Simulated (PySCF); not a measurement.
**Electron correlation in O⁺ (oxygen, charge +1)**

[He] 2s2 2p2 3s1, 3s spin antiparallel (an excited configuration). All numbers are calculated (PySCF 2.14, no relativity, point nucleus, in aug-cc-pVTZ (5s4p3d2f, 46 functions)). Frozen: 1s2; 5 electrons correlated.

MP2 pair energies summed by pair of shells (mhartree):

```tsv
pair	energy	share (%)
2s-2p	-44.88	52.9
2s-2s	-21.67	25.6
2p-2p	-7.61	9.0
2s-3s	-5.48	6.5
2p-3s	-5.17	6.1
```

Total MP2 correlation energy: -84.81 mhartree.

Same-spin part -16.01 and opposite-spin part -68.80 mhartree; SCS-MP2 scales them by 1/3 and 6/5 to -87.90 mhartree.
